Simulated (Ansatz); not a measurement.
Coupled-cluster diagnostics for PPAsAs tetrahedron (As₂P₂), Ansatz.

Geometry of the singlet (r2SCAN-D4/def2-SVP):

Cartesian coordinates in Å:
```
P 0.6114 1.2204 0.2295
P -1.3242 0.2668 -0.3016
As 0.0724 -0.8226 1.2132
As 0.6404 -0.6646 -1.1410
```

Correlated methods freeze 28 core orbitals; core or outer-core shells of As are correlated, in sets that lack core-valence functions.

Problem. Estimate the CCSD(T) correlation energy, the shares of MP2 and (T), T1 and the reference's ⟨S²⟩ for: charge 0, singlet, own geometry in def2-TZVPP; and the rough time on 4 threads of Arm Neoverse V2 on a shared host.

Solution. 
```
                          state       basis  correlation (eV)  MP2 share (%)  (T) share (%)     T1  ⟨S²⟩ (pure)  wall time
charge 0, singlet, own geometry  def2-TZVPP           -23.502           95.1            6.0  0.014  0.00 (0.00)       10 s
```
Customary marks for T1 are 0.02 (closed shells), 0.045 (open shells) and about 0.05 (3d metals). T1 stays under 0.02 throughout.
